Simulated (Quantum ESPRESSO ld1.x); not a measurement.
Question: The table gives one normalised radial function P(r) = r R(r) of Zr+ in [Ar] 3d10 4s2 4p4 4d2 5s1 4f2 (r in bohr). Method: scalar-relativistic Kohn-Sham, exchange-only PBE, spin-unpolarised, spherical densities, point nucleus; computed with ld1.x of Quantum ESPRESSO 7.5.

r              P
0.001461   0.0021
0.001995   0.0037
0.002726   0.0065
0.003695   0.0113
0.005047   0.0198
0.006841   0.0341
0.009345   0.0590
0.01277    0.1006
0.0173     0.1657
0.02364    0.2677
0.03204    0.4087
0.04377    0.5913
0.05979    0.7778
0.08103    0.8830
0.1107     0.7814
0.15       0.3597
0.205     -0.3893
0.28      -1.1871
0.3795    -1.5961
0.5185    -1.4090
0.7027    -0.8492
0.9599    -0.3252
1.311     -0.0723
1.777     -0.0085
2.428     -0.0004
3.291     0.0000
4.496     0.0000
6.142      0.0000
8.324      0.0000
11.37      0.0000
15.41      0.0000
21.05      0.0000

Which n and l does it have? It may be an empty orbital.

Answer: n = 3, l = 1: the number of nodes gives n - l - 1 = 1, the rise at small r (about r^(l+1), flatter next to the nucleus through relativity) gives l, and the extent must fit the shell. The curve is that of 3p. 3p: eigenvalue -344.13 eV, 1 radial node at r = 0.176 bohr, <r> = 0.462 bohr, 90 % of the charge inside 0.699 bohr.
